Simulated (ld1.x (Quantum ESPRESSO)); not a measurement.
Before and after: PAW potential for bromine (Br)

Br, PAW, made with ld1.x (Quantum ESPRESSO) 7.5 (LDA (PZ), scalar-relativistic). Core [Ar], reference 3d10 4s2 4p4.75 (charge +0.25). Waves: 4s (bound): rcut 1.15, rcutus 1.30 bohr; 4s channel at 1.85 Ry: rcut 1.15, rcutus 1.30 bohr; 4p (bound): rcut 1.50, rcutus 2.05 bohr; 4p channel at -0.1 Ry: rcut 1.50, rcutus 2.05 bohr; 3d (bound): rcut 0.75, rcutus 0.80 bohr; 3d channel at -2.25 Ry: rcut 0.75, rcutus 0.80 bohr. Local part: all-electron potential smoothed inside 0.70 bohr (lloc = -1). Core correction: Bessel-smoothed model core, default radius (core density twice the valence density). Augmentation charge: BESSEL, radius 0.70 bohr.

All-electron outer shells of the reference configuration (LDA (PZ), scalar-relativistic, ld1.x):

| shell | level (eV) | outermost node (bohr) | outermost maximum (bohr) |
| --- | --- | --- | --- |
| 3s | -239.82 | 0.23 | 0.48 |
| 3p | -175.83 | 0.21 | 0.48 |
| 3d | -69.62 | – | 0.43 |
| 4s | -22.76 | 0.67 | 1.41 |
| 4p | -10.29 | 0.70 | 1.64 |

Change: wave 3d channel at -2.25 Ry: rcut 0.75, rcutus 0.80 bohr becomes 3d channel at 1.27 Ry: rcut 0.75, rcutus 0.80 bohr.

Cutoffs: the cutoffs (Ry, on a coarse ladder) from which the occupation-weighted sum of valence levels, in a spherical-Bessel basis at the reference potential, stays within 10 and 1 mRy of its value at 400 Ry; they do not see the model core or the augmentation charge, which bear on the density cutoff. Errors are all-electron minus pseudo energies relative to the spin-unpolarised reference configuration.

Problem. What does the change do?

Solution. Both files keep a bound ghost (p, s); of the 8 tests that both files solve, the error grows in 0 and shrinks in 6 by more than 15 % and 0.3 meV (median size 4.8 → 1.4 meV).

| quantity | base | changed |
| --- | --- | --- |
| cutoff, loose | 260 Ry | 260 Ry |
| cutoff, tight | over 300 Ry | over 300 Ry |
| bound ghosts | s, p | s, p |
| tests counted (converged, no solver errors) | 8 of 9 | 8 of 9 |
| error for 3d10 4s2 4p5, meV [ΔE -2.28 eV] | +0.7 | +0.7 |
| error for 3d10 4s2 4p4, meV [ΔE 10.42 eV] | +5.6 | +2.2 |
| error for 3d10 4s2 4p3, meV [ΔE 33.37 eV] | +56 | +28 |
| error for 3d10 4s2 4p1, meV [ΔE 113.94 eV] | +579 | +276 |
| error for 3d10 4s2 4p4.5, meV [ΔE 2.87 eV] | +0.3 | 0.0 |
| error for 3d10 4s1 4p6, meV [ΔE 10.13 eV] | +58 | +33 |
| error for 3d10 4s2 4p4.75 (spin-polarised), meV [ΔE -0.25 eV] | +4.1 | +0.2 |
| error for 3d10 4s2 4p5 (spin-polarised), meV [ΔE -2.44 eV] | +3.1 | +0.7 |
| s: phases at 2.26 bohr within 0.05 rad from the reference energy up to (Ry; the scan ends near 5) | to the end of the scan | to the end of the scan |
| p: phases at 2.26 bohr within 0.05 rad from the reference energy up to (Ry; the scan ends near 5) | 4.8 | 4.8 |
| d: phases at 2.26 bohr within 0.05 rad from the reference energy up to (Ry; the scan ends near 5) | to the end of the scan | to the end of the scan |
| lowest overlap eigenvalue by channel | s 0.46, p 0.35, d 0.97 | s 0.46, p 0.35, d 1.00 |

Base: Tests not counted: 3d9 4s2 4p5 (solver errors, printed error -3277 eV). Changed file: Tests not counted: 3d9 4s2 4p5 (solver errors, printed error -3475 eV). A true bound ghost makes a file unfit for plane-wave use even where its test errors are small: the radial tests pick states by their node count and pass the ghost by. Where a test does run into it, the solver fails or the error is huge.
